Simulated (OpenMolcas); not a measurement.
# Br2+: CASPT2 settings compared

```json
{
 "Program": "OpenMolcas 26.06",
 "Basis": "ANO-R3 [7s6p5d4f2g]",
 "Scalar Hamiltonian": "X2C, finite nucleus",
 "Active space": "3 electrons in 3 orbitals (4p)",
 "State averaging": "2S+1 = 4 odd, 1 root; 2S+1 = 2 odd, 8 roots kept (CI in the orbitals of an earlier block)",
 "Spin-orbit coupling": "state interaction with AMFI integrals over the reference wave functions, term energies averaged over their components"
}
```

Methods on the same reference wave functions:
A. CASSCF
B. SS-CASPT2, IPEA 0.4 Eh, sigma1 regulariser 0.05 Eh (closed shells correlated: 3s 3p 3d 4s)
C. SS-CASPT2, IPEA 0.2 Eh, imaginary shift 0.5 Eh (closed shells correlated: 3s 3p 3d 4s)
D. XMS-CASPT2, IPEA 0.4 Eh, no level shift (closed shells correlated: 3d 4s)

Energies in cm-1 above 4s2 4p3 4S* 3/2, the measured ground level; measured values from Moore, Atomic Energy Levels, vol. II, NSRDS-NBS 35 (1971 reprint of NBS Circular 467, 1952).

```csv
Level,A,B,C,D,Measured
4s2 4p3 4S* 3/2,0.0,0.0,0.0,0.0,0.0
4s2 4p3 2D* 3/2,20035,15480,15630,14830,
4s2 4p3 2D* 5/2,20773,16320,16470,15690,
4s2 4p3 2P* 1/2,34449,27900,28060,27080,26915
4s2 4p3 2P* 3/2,35445,29070,29220,28260,28579
```

Deviations, from unrounded energies. A percentage is the sum of absolute deviations over the sum of measured energies, with the sign that they share, or ± where signs differ.

```tsv
Against measurement	Levels	A	B	C	D
mean absolute deviation (cm-1)	2	7200	740	900	240
other terms of the ground configuration (%)	2	+25.9	+2.7	+3.2	±0.9
```

D lies closest to measurement on these levels and A furthest from it. The largest miss of D in the table is 4s2 4p3 2P* 3/2, by -320 cm-1. The ranking rests on the paired levels alone, and a cruder setting can come out closer through cancelling errors.

Among B to D the level of the table that moves most is 4s2 4p3 2P* 1/2, by 980 cm-1 (lowest in D, highest in C). Moves below CASPT2's spread within the term are not significant.

The mean deviations of B to D differ by less than CASPT2's widest spread within a term (2300 cm-1), so their order carries little weight.

From A to B the spin-free energies of the other terms of 4s2 4p3 shown, above 4S*, scale by factors of 0.78 to 0.81.

The lowest spin-free term lies below A's lowest term by 0.928 hartree in B, 0.935 hartree in C, 0.586 hartree in D.

CASPT2 does not keep the components of a term degenerate, so their means are used; among the terms shown or strongly mixed into the levels shown the widest spread is 2300 cm-1 (4s2 4p3 2D*, D). Terms from blocks run as CI alone lack orbitals of their own. With the s shell closed, the reference lacks s² → p² mixing. Measured partners are found by configuration, term and J. A level has none where our copy of the source lacks it or the pairing is in doubt (some pairs that miss far off the trend of their configuration count as doubtful), and it then counts in no deviation. Only configurations of the active space appear.

* marks odd parity.
